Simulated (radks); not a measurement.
The nuclear charge of the gallium ion Ga2+ is varied continuously with 29 electrons held in [Ar] 3d10 4s1. Calculated with a radial shooting solver on a logarithmic mesh with Libxc functionals: scalar-relativistic Kohn-Sham, PBE, spin-polarised, spherical densities, finite nucleus; open shells are filled with parallel spins first; Fermi nuclear charge, rms radius 3.9973 fm. By the Hellmann-Feynman theorem dE/dZ = E(electron-nucleus)/Z, the electronic potential at the nucleus (averaged over a nucleus of fixed radius). The scalar-relativistic energy here is not variational (the density holds large components alone), so the two differ by a part that grows with Z.

Z,E (hartree),E(electron-nucleus)/Z (hartree),HOMO,e(HOMO) (eV),<r> HOMO (bohr)
30,-1795.65700,-143.900,4s,-14.521,2.389
30.25,-1831.87433,-145.516,4s,-17.334,2.297
30.5,-1868.49656,-147.129,4s,-20.304,2.214
30.75,-1905.52327,-148.742,4s,-23.426,2.139
31,-1942.95414,-150.353,4s,-26.694,2.070
31.25,-1980.78892,-151.963,4s,-30.106,2.007
31.5,-2019.02742,-153.572,4s,-33.657,1.949
31.75,-2057.66953,-155.181,4s,-37.345,1.895
32,-2096.71519,-156.790,4s,-41.167,1.845

The central difference of E at Z = 31 is -150.531 hartree, to compare with the third column; the second derivative is -6.46 hartree.
